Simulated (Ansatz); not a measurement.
`[F][GaH][ZnH]` + `OC(F)F` → `FC(F)[O][ZnH]` + `[F][GaH2]` at 298.15 K and 1 bar (cleavage of the Zn–Ga bond).

Program: Ansatz. Geometries: PBE0-D4/def2-TZVP. ΔE: electronic, gas phase. CCSD(T)/CBS adds triple-zeta CCSD(T) − MP2 to the extrapolated MP2 energy (def2 sets, frozen cores). For Ga, Zn outer-core shells are correlated without core-valence functions, which leaves a few kJ/mol of doubt a bond. Scalar relativity is left out up to krypton. One conformer a species, not always the lowest.

| species | CCSD(T)/CBS energy (Eh) | H − E (kJ/mol) | S (J/(mol·K)) |
| --- | --- | --- | --- |
| `[F][GaH][ZnH]` | -3803.33961 | 55.7 | 320.7 |
| `OC(F)F` | -314.01610 | 111.3 | 274.1 |
| `FC(F)[O][ZnH]` | -2092.41029 | 105.0 | 342.8 |
| `[F][GaH2]` | -2024.95631 | 51.0 | 253.1 |

H − E and S are ideal-gas, rigid-rotor, harmonic terms from PBE0-D4/def2-TZVP, for one conformer and one mirror image of each species. 1 Eh = 2625.50 kJ/mol, R = 8.31446 J/(mol·K).

Q: By hand: ΔE, ΔH, ΔS and ΔG.

A: ΔE = (-2092.41029) + (-2024.95631) − (-3803.33961) − (-314.01610) = -0.01089 Eh = -28.6 kJ/mol. Δ(H − E) = 105.0 + 51.0 − 55.7 − 111.3 = -11.0, so ΔH = -39.6 kJ/mol. ΔS = 342.8 + 253.1 − 320.7 − 274.1 = 1.1 J/(mol·K). ΔG = -39.6 − 298.15 × (1.1)/1000 = -39.9 kJ/mol.

Q: By hand: the equilibrium constant, and the temperature at which ΔG would vanish if ΔH and ΔS stayed fixed.

A: log₁₀ K = −ΔG/(RT ln 10) = 7.0. ΔH and −TΔS have one sign here, so there is no such temperature.

The number of gas molecules stays the same, so ΔS is small and ΔH decides. A doubt of 5 kJ/mol in ΔE shifts log₁₀ K by 0.9 here. Other conformers and mirror images would add mixing entropy, several J/(mol·K) or more a flexible species. Modes under 60 cm⁻¹, often nearly free rotors, make the harmonic entropy too high. These are equilibria of isolated gas molecules and say nothing of rates. Largest T1 diagnostic: 0.016 (customary marks: 0.02 for closed shells, 0.045 for open ones).

ΔS is within the doubt of such terms, so its sign, and with it that verdict, could turn.
